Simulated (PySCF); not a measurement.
SiCl2Br2, SMILES Cl[Si](Cl)(Br)Br. Atoms are numbered in the order given.

```xyz
5

Cl     0.0000    -1.6605     1.5922
Si     0.0000     0.0000     0.4059
Cl     0.0000     1.6605     1.5922
Br     1.7978     0.0000    -0.8545
Br    -1.7978     0.0000    -0.8545
```
Charge 0, spin multiplicity 1.

Geometry optimised at PBE0-D3(BJ)/def2-SVP.

Two levels are set side by side: PBE/pcSseg-1 (PySCF) and B3LYP/pcSseg-1 (PySCF). GIAO shifts against HCl (³⁵Cl), TMS (²⁹Si) at the same level; non-relativistic, no solvent, atoms listed together averaged. Without spin–orbit terms, shifts of atoms bonded to Cl or Br come out too high at both levels. Differences are taken from unrounded values.

```tsv
quantity	B3LYP
δ(³⁵Cl) of Cl1, Cl3 (ppm)	240.3
δ(²⁹Si) of Si2 (ppm)	45.3
```

Q: What does PBE give, and how far is it from B3LYP? (Estimate from the structure and the level; the computed values follow.)

A: 
```tsv
quantity	PBE	PBE minus B3LYP
δ(³⁵Cl) of Cl1, Cl3 (ppm)	275.0	34.8
δ(²⁹Si) of Si2 (ppm)	39.7	-5.6
```

Rough cost on one machine, each run with all the roots and properties that it gave: B3LYP against PBE within a factor of 2.
